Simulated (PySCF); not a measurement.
```xyz
3
charge 0 multiplicity 1, angstrom
Ti   -1.0371    0.0000   -0.7732
N    -2.3747    0.0000   -0.0039
Br    1.0513    0.0000    0.4705
```

Computed with PBE0/[Ti def2-TZVP, N def2-TZVP, Br def2-TZVP], no relativity, density fitting, PySCF.

This geometry of BrTiN is a stationary point at this level.

What is the point group?

Cs.

Is it a minimum?

Yes: all harmonic wavenumbers are real.

Which band is strongest in the infrared?

1172 cm⁻¹ (a'), 225 km/mol.

Give the atomic charges and bond orders.


| atom | Mulliken | Löwdin | polar tensor | Mayer order to Ti1 |
| --- | --- | --- | --- | --- |
| Ti1 | 0.95 | 0.26 | 1.55 | – |
| N2 | -0.47 | -0.24 | -0.91 | 3.04 |
| Br3 | -0.47 | -0.02 | -0.64 | 0.89 |

Give the ideal-gas entropy at 298.15 K and 1 bar by parts.

translation 170.6, rotation 106.2, vibration 16.3, spin 0.0; total 293.1 J/(mol K).

This need not be the most stable arrangement of these atoms.
